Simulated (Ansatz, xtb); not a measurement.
Molecule: CuF2, net charge -1, singlet state. 
Structure (B3LYP-D3(BJ)/def2-TZVP (Ansatz, a first-principles code) minimum search):
```xyz
3

Cu     0.0000     0.0000     0.0000
F      0.0000     0.0000    -1.8116
F      0.0000     0.0000     1.8116
```
Charge -1, spin multiplicity 1.

Harmonic wavenumbers from GFN2-xTB (xtb, at its own minimum), cm⁻¹: 155, 155, 379, 547.

Question: Give the harmonic wavenumbers at B3LYP-D3(BJ)/def2-TZVP (Ansatz, finite differences of forces, unscaled).

Answer: 179, 179, 472, 593 cm⁻¹. Zero-point energy 2.0 kcal/mol.

Question: From these and the geometry, give the ideal-gas thermochemistry at 298.15 K and 1 atm (rigid rotor, harmonic oscillator).

Answer: Point group D∞h, rotational symmetry number 2. Rotational constants 4.053, 4.053 GHz. S(trans) 39.76, S(rot) 15.19, S(vib) 5.88, S(elec, spin only) 0.00, S 60.8 cal/(mol K). H(298) - H(0) 3.08 kcal/mol; G - E(el) -13.0 kcal/mol.
